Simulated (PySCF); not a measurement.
How methods differ on the ionisation energy of V

V [Ar] 3d3 4s2 (4F) → V⁺ [Ar] 3d4 (5D), as a difference of total energies. Calculation: PySCF 2.14, in def2-TZVPPD (6s6p4d2f1g, 67 functions); the non-relativistic Hamiltonian (point nucleus). Correlated levels: valence and next inner shell: [Ne] frozen. The calculations carry no spin-orbit coupling.

**Question.** Order these methods by the ionisation energy they give, lowest first.
A. CCSD (valence and next inner shell)
B. MP2 (valence and next inner shell)
C. SCS-MP2 (valence and next inner shell)
D. CCSD(T) (valence and next inner shell)

**Answer.** B (6.045 eV), A (6.434 eV), C (6.490 eV), D (6.523 eV).

These non-relativistic numbers lack the scalar-relativistic shift.

Errors of the correlated levels include the incompleteness of this basis and the frozen core.

For comparison: 6.732 eV (measured; NIST levels, between the centres of gravity of the two terms).
